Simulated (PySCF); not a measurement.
Levels of Yb(41+) from EOM-EA-GCCSD

Reference: closed-shell Yb(42+), [Ar] 3d10; one electron is added. Calculated with PySCF 2.14, two-component X2C-1e with screened spin-orbit coupling, an even-tempered Gaussian basis (18 s from 3.2 bohr⁻², ratio 2.6; 15 p from 4.2 bohr⁻², ratio 2.6; 10 d from 4.2 bohr⁻², ratio 2.6; 5 f from 4.3 bohr⁻², ratio 2.8); frozen [Ar]; the 98 highest virtual spinors dropped; of the others 70 kept and the rest restored at second order. No Breit or QED terms. Binding energies in eV.

| level | Koopmans | second order | EOM-CCSD |
| --- | --- | --- | --- |
| 4s1/2 | 2033.2 | 2034.6 | 2034.5 |
| 4p1/2 | 1944.1 | 1945.5 | 1945.4 |
| 4p3/2 | 1866.1 | 1867.3 | 1867.3 |

Electric-dipole lines between these computed levels:

```tsv
lower	upper	ΔE (eV)	vacuum wavelength (nm)
4s1/2	4p1/2	89.100	13.92
4s1/2	4p3/2	167.27	7.412
```

For comparison, the ionisation energy of Yb(41+) is 2036.4 ± 1 eV (semi-empirical (NIST evaluation); NIST Atomic Spectra Database, ionization energies).
